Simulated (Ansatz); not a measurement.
Input file for `[CH2]1[SnH2][Te]1`:

```yaml
crystal:
  periodic: [false, false, false]
  atoms:
    - {symbol: C, position_ang: [-0.772733, -0.462934, -0.589856]}
    - {symbol: Sn, position_ang: [0.749220, 0.602905, 0.428299]}
    - {symbol: Te, position_ang: [-0.147737, -1.856380, 1.006668]}
    - {symbol: H, position_ang: [-0.549450, -0.845291, -1.579319]}
    - {symbol: H, position_ang: [-1.796417, -0.128656, -0.465655]}
    - {symbol: H, position_ang: [0.305789, 1.876452, 1.455344]}
    - {symbol: H, position_ang: [2.272628, 0.746003, -0.301181]}
basis:
  gaussian: {orbitals: def2-SVP}
correlation: {method: ccsd_t}
```

```sh
$ ansatz run in.yaml --threads 2 --pin off --events-out ev --progress --plain --max-ram 4352MiB
```

The program prints (abridged):

```
Functional definition: HF
1031 factors; integrals over basis functions are off by at most 4.7e-4 eV
mean field evaluation 1: about -14160.9808 eV, gradient 1.9e1 eV
mean field evaluation 2: about -14161.1126 eV, gradient 2.0e1 eV
mean field evaluation 4: about -14162.4988 eV, gradient 2.6e0 eV
mean field evaluation 8: about -14162.5274 eV, gradient 2.8e-4 eV
mean field -14162.52743360 eV, -520.4632834788 hartree, gradient 2.4e-6 eV, S^2 0.000000; 0 other end points of the search recorded, 0 dependent functions left out
9 core orbitals not correlated: weight in the atoms' cores, before any rotation towards them, 1.000 or more for the frozen orbitals, at most 0.000 for the correlated occupied ones
reference -14162.52743360 eV, -520.4632834788 hartree; 19, 19 occupied and 58, 58 virtual orbitals, 1031 factors
second order -10.20949792 eV of doubles, -0.00000000 eV of singles
cycle   1  -10.69875139 eV  change   -4.9e-1 eV  update   9.3e-2
cycle   2  -11.07295353 eV  change   -3.7e-1 eV  update   3.0e-2
cycle   3  -11.14270752 eV  change   -7.0e-2 eV  update   1.3e-2
cycle   4  -11.14076317 eV  change    1.9e-3 eV  update   3.4e-3
cycle   5  -11.14082142 eV  change   -5.8e-5 eV  update   1.2e-3
cycle   6  -11.14053142 eV  change    2.9e-4 eV  update   4.2e-4
cycle   7  -11.14052376 eV  change    7.7e-6 eV  update   1.4e-4
cycle   8  -11.14053410 eV  change   -1.0e-5 eV  update   4.9e-5
cycle   9  -11.14052195 eV  change    1.2e-5 eV  update   1.4e-5
perturbative correction -0.41474343 eV, -0.0152415399 hartree
Total energy: -14174.08269898 eV, -520.8879316492 hartree
```

Hardware: 2 threads of an AMD EPYC 9R45 on a shared host. Wall time 2.5 s, peak host memory 0.37 GiB.

Correlation energy per correlated electron: -0.304 eV. T1 diagnostic: 0.0102.
